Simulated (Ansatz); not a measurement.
Reactions of CH8Si2Te, SMILES `C[SiH2][Te][SiH3]`.

Program: Ansatz. Geometries: PBE0-D4/def2-TZVP. ΔE: electronic, gas phase. CCSD(T)/CBS adds triple-zeta CCSD(T) − MP2 to the extrapolated MP2 energy (def2 sets, frozen cores). This one scheme is used for every species. Functionals use def2-TZVPP. Elements past krypton have def2 core potentials. For Ge, Te outer-core shells are correlated without core-valence functions, which leaves a few kJ/mol of doubt a bond. Scalar relativity is left out up to krypton. Each species was taken in one conformer, which may not be the lowest.

```
                                                                          reaction  HF/CBS(def2) (eV)  B2PLYP (eV)
                `C[SiH2][Te][SiH3]` + `C=C(O)F` → `C=C(F)O[SiH2]C` + `[SiH3][TeH]`              -0.51        -0.35
                       `C[SiH2][Te][SiH3]` + `OBO` → `OB(O)[Te][SiH3]` + `C[SiH3]`               0.37         0.30
                  `C[SiH2][Te][SiH3]` + `OC(F)F` → `C[SiH2]OC(F)F` + `[SiH3][TeH]`              -0.43        -0.25
          `C[SiH2][Te][SiH3]` + `CBN[SiH3]` → `CBN([SiH3])[SiH3]` + `C[SiH2][TeH]`               0.20         0.27
`C[SiH2][Te][SiH3]` + `O[SiH](F)[SiH3]` → `F[SiH]([SiH3])O[SiH3]` + `C[SiH2][TeH]`              -0.69        -0.46
   `C[SiH2][Te][SiH3]` + `[OH][GeH2][OH]` → `[OH][GeH2][O][SiH3]` + `C[SiH2][TeH]`              -0.71        -0.48
                      `C[SiH2][Te][SiH3]` + ethylene → `C=C[Te][SiH3]` + `C[SiH3]`               1.07         1.00
```

(1) Give the CCSD(T)/CBS values in the same order. (An estimate is asked.)

Largest T1 diagnostic: 0.013, for `OBO`.

Answers

(1) The calculation gave: -0.24, 0.34, -0.15, 0.29, -0.38, -0.40, 1.06 eV.
